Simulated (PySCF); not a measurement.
Compound: CH7NSSi2.
Atom-mapped SMILES: `[CH2:1]=[N:2][SiH2:3][S:4][SiH3:5]` (hydrogens: H6, H7 on C1; H8, H9 on Si3; H10, H11, H12 on Si5)

Computed with PySCF, PBE0-D3(BJ)/def2-SVP geometry optimisation, gas phase.

List the bond lengths, angles and torsions at this level.

```csv
bond,length (Å)
C1=N2,1.261
N2–Si3,1.752
Si3–S4,2.138
S4–Si5,2.161
C1–H6,1.111
C1–H7,1.106
"Si3–H8, Si3–H9",1.493
"Si5–H10, Si5–H11, Si5–H12",1.491
```

Bonds in one row agree within 0.01 Å and their mean is given. A selection of angles:
```csv
angle,degrees
N2–C1–H6,124.5
N2–C1–H7,120.4
H6–C1–H7,115.1
C1–N2–Si3,127.1
N2–Si3–S4,106.4
N2–Si3–H8,114.6
N2–Si3–H9,106.6
S4–Si3–H8,107.0
S4–Si3–H9,111.7
H8–Si3–H9,110.5
Si3–S4–Si5,97.9
S4–Si5–H10,104.7
S4–Si5–H11,112.1
H10–Si5–H11,109.1
```

Dihedral angles: C1–N2–Si3–S4 -120° (anticlinal); N2–Si3–S4–Si5 -42° (synclinal). The mirror-image conformer, all signs reversed, is as good.

Si5 (SiH3 silicon) is distorted tetrahedral (angles from 104.7° to 112.1°). Si3 (SiH2 silicon) is distorted tetrahedral (angles from 106.4° to 114.6°). The 2 S–Si bonds span 2.138 Å (Si3–S4, drawn single) to 2.161 Å (S4–Si5, drawn single), a spread of 0.023 Å. N2 (C=N nitrogen) is bent (angle 127.1°).

Point group: C1 (no symmetry element, even within 0.4 Å). Not checked by PBE0-D3(BJ)/def2-SVP frequencies. The numbers are those of one conformer.

Hardware: an Arm Neoverse V1 with one thread, no GPU, shared host with 32 logical CPUs at a one-minute load of 21. Cost: 46 s, 0.51 GiB resident at most. This is the geometry optimisation.
